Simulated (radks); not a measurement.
Numerical settings for the neon ion Ne5+, [He] 2s2 2p1. All-electron calculation, non-relativistic Kohn-Sham, PBEsol, spin-polarised, spherical densities, point nucleus; open shells are filled with parallel spins first. Program: a radial shooting solver on a logarithmic mesh with Libxc functionals. The defaults (mesh step 0.008 in ln r, mesh end at 40 bohr or more with all orbitals vanishing there, Anderson mixing 0.5 over 9 steps, residual threshold near 1e-9 with the energy settled to 1e-9 hartree or 1e-11 of itself, here a cap of 93 iterations) give E = -115.6435 hartree and 2p at -142.09 eV in 13 iterations. Run on one thread of a shared host, so times are rough (Intel(R) Xeon(R) Platinum 8488C): 0.06 s of CPU time, 0.06 s wall, 13 iterations on 2476 mesh points. Changes against that run (0 stands for a change within the tolerance of the run):

setting                     iterations  converged  E (mhartree)  e(2p) (meV)  CPU (s)
mesh step in ln r 0.003             13        yes             0            0     0.16
mesh step in ln r 0.005             13        yes             0            0      0.1
mesh step in ln r 0.03              13        yes             0            0     0.02
mesh end (bohr) 400                 13        yes             0            0     0.07
mesh end (bohr) 20                  13        yes             0            0     0.06
residual threshold 1e-13            93         no             0            0      0.3
residual threshold 1e-16            93         no             0            0     0.31
mixing 0.05                         17        yes             0            0     0.08
linear mixing, mixing 0.05          93         no      +0.00776         -287     0.36
linear mixing, mixing 1             13        yes             0            0     0.06
mixing history 2                    22        yes             0            0     0.09
iteration cap 5                      5         no             0        +6.63     0.03

No run marked as converged misses the energy by more than 1 mhartree. A mesh that ends early acts as a hard wall.
